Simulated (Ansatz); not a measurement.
Cost and result for the atomization energy of `OC[SiH2]S` (10 atoms, 9 bonds).

```xyz
10

O     0.548    0.742   -1.312
C    -0.410   -0.199   -0.851
Si    0.061   -0.655    0.918
S     0.100    1.103    2.126
H     0.305    1.028   -2.196
H    -1.427    0.216   -0.854
H    -0.419   -1.109   -1.469
H     1.374   -1.350    0.911
H    -0.971   -1.547    1.506
H     0.839    1.771    1.221
```

The species carries charge 0 and has multiplicity 1. Geometry: relaxed with PBE0-D4/def2-TZVP. It is one conformer, not always the lowest. Program: Ansatz. All runs use 4 threads of a server CPU on a shared host. Times are those of one run each, without the atoms' runs, and a repeat can differ threefold. Electronic energies, without spin–orbit coupling; frozen cores. CCSD(T)/CBS adds CCSD(T) − MP2 in def2-TZVPP to the MP2 limit, and its time is that of the two runs behind it. T1 = 0.011. HSE06 is the plane-wave form, built on full-range PBE exchange.

CCSD(T)/CBS is a level of theory with its own doubt, some kJ/mol a heavy atom from the limit and from the frozen cores, so smaller differences don't rank the functionals.

```
                           level  functions  wall time
          LDA (SPW92)/def2-TZVPP        230     0.96 s
            revPBE-D4/def2-TZVPP        230      1.5 s
              BLYP-D4/def2-TZVPP        230      1.7 s
 PBE-D4/def2-TZVPP (with forces)        230      1.9 s
                CCSD(T)/def2-SVP         94      2.1 s
             BHLYP-D4/def2-TZVPP        230      2.3 s
             HSE06-D4/def2-TZVPP        230      2.5 s
         CAM-B3LYP-D4/def2-TZVPP        230      2.5 s
           r2SCANh-D4/def2-TZVPP        230      3.7 s
ωB97M-V/def2-TZVPP (with forces)        230      8.5 s
                  MP2/def2-QZVPP        434       14 s
              CCSD(T)/def2-TZVPP        230       62 s
               CCSD(T)/CBS(def2)          –       76 s
```

**Question.** What atomization energy does each give, and how far from CCSD(T)/CBS? (Estimate.)

**Answer.** The calculation gave: 
| level | atomization (kcal/mol) | difference from CCSD(T)/CBS | per bond |
| --- | --- | --- | --- |
| LDA (SPW92)/def2-TZVPP | 916.1 | 111.4 | 12.4 |
| revPBE-D4/def2-TZVPP | 793.6 | -11.1 | -1.2 |
| BLYP-D4/def2-TZVPP | 797.2 | -7.5 | -0.8 |
| PBE-D4/def2-TZVPP (with forces) | 811.4 | 6.7 | 0.7 |
| CCSD(T)/def2-SVP | 748.0 | -56.7 | -6.3 |
| BHLYP-D4/def2-TZVPP | 779.1 | -25.6 | -2.8 |
| HSE06-D4/def2-TZVPP | 799.8 | -4.9 | -0.5 |
| CAM-B3LYP-D4/def2-TZVPP | 803.5 | -1.2 | -0.1 |
| r2SCANh-D4/def2-TZVPP | 798.9 | -5.8 | -0.6 |
| ωB97M-V/def2-TZVPP (with forces) | 806.6 | 1.9 | 0.2 |
| MP2/def2-QZVPP | 802.9 | -1.8 | -0.2 |
| CCSD(T)/def2-TZVPP | 781.4 | -23.3 | -2.6 |
| CCSD(T)/CBS(def2) | 804.7 | 0.0 | 0.0 |

At CCSD(T), def2-SVP lies −56.7 kcal/mol from the extrapolated value and def2-TZVPP −23.3 kcal/mol: correlation converges slowly with the basis, and small sets miss more of it in the bonded molecule than in its fragments. From BLYP to BHLYP (50 % exact exchange), in def2-TZVPP and without D4, the atomization energy moves by −13.6 kcal/mol: exact exchange takes away binding that semilocal exchange gives to molecules. The D4 term adds +7.9 kcal/mol with B3LYP and +4.1 kcal/mol with PBE0; it sums over pairs of atoms, weighted by their polarisabilities, and B3LYP, whose exchange is more repulsive, gets the larger term.

B3LYP here is the variant with VWN-RPA as its local correlation; programs differ in this.
